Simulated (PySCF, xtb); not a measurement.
HOY, SMILES [OH][Y].

xtb with GFN2-xTB at its own geometry gives an orbital gap of 0.81 eV and a dipole moment of 3.38 D.

Coordinates come from a PBE0-D3(BJ)/def2-TZVPD optimisation. The multiplicity is an assumed one; other spin states were not compared. The def2 effective core potentials stand for the cores of Y; spin–orbit coupling is left out.

What does PySCF with PBE/def2-TZVPD give? (Estimate from the structure and the level; the computed values follow.)

gap 1.28 eV (levels -3.79 and -2.51 eV), dipole 0.57 D.
